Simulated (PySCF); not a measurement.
Radial density of Sc¹⁵⁺ (scandium, charge +15)

TPSSh, [He] 2s2 2p2, high-spin 3P determinant. Calculation: PySCF 2.14, in an uncontracted even-tempered set (20 s from 2.4 bohr⁻², ratio 2.2; 11 p from 3.1 bohr⁻², ratio 2.2; 6 d from 14 bohr⁻², ratio 2.4; 5 f from 22 bohr⁻², ratio 2.4; 5 g from 32 bohr⁻², ratio 2.4); the spin-free X2C one-electron Hamiltonian (Gaussian nucleus).

| r (bohr) | 4πr²ρ (e/bohr) | 4πr²(ρα − ρβ) |
| --- | --- | --- |
| 0.00131 | 0.1629 | 0.0000 |
| 0.00220 | 0.4232 | 0.0000 |
| 0.00370 | 1.075 | 0.0001 |
| 0.00622 | 2.625 | 0.0005 |
| 0.0105 | 5.993 | 0.0027 |
| 0.0176 | 12.19 | 0.0158 |
| 0.0296 | 20.32 | 0.0940 |
| 0.0498 | 24.26 | 0.4927 |
| 0.0837 | 17.45 | 1.9973 |
| 0.141 | 10.89 | 5.2804 |
| 0.237 | 13.89 | 6.9456 |
| 0.398 | 7.090 | 2.8724 |
| 0.670 | 0.4778 | 0.1760 |
| 1.13 | 0.001219 | 0.0005 |

Densities and radii are taken from the X2C orbitals without a picture-change correction, which distorts them close to the nucleus.
